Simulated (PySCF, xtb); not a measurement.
AlClH₄O₃Si, SMILES [OH][Al]([OH])[O][SiH2]Cl.

GFN2-xTB (xtb) at its own geometry gives an orbital gap of 4.18 eV and a dipole moment of 2.91 D.

Geometry: B3LYP-D3(BJ)/def2-SVP. The structure was generated by enumeration; whether it is a known compound was not checked. One conformer was computed; it need not be the lowest.

Q: What does PBE/def2-TZVP (PySCF) give? (The exact figures need the calculation; the answer reports its results.)

A: gap 5.75 eV (levels -7.32 and -1.56 eV), dipole 1.82 D.
